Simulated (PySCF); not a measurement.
## Kr⁺: ionisation energy

Kr⁺ [Ar] 3d10 4s2 4p5 (2P) → Kr²⁺ [Ar] 3d10 4s2 4p4 (3P), as a difference of total energies. Computed with PySCF 2.14 in aug-cc-pVQZ-PP with ECP10MDF, with a scalar-relativistic core potential. Correlated levels: valence: 3s2 3p6 3d10 frozen. The calculations carry no spin-orbit coupling.

| method | ionisation energy (eV) |
| --- | --- |
| UHF | 23.232 |
| MP2 (valence) | 24.202 |
| SCS-MP2 (valence) | 24.221 |
| CCSD (valence) | 24.223 |
| CCSD(T) (valence) | 24.263 |

Task: How much does correlation contribute at CCSD(T) (valence)?

Result: 24.263 − (23.232) = 1.031 eV, measured against UHF.

The reference lies between the lowest fine-structure levels, while these numbers refer to the centres of the terms.

Errors of the correlated levels include the incompleteness of this basis and the frozen core.

For comparison: 24.360 eV (measured; NIST Atomic Spectra Database, ionization energies).
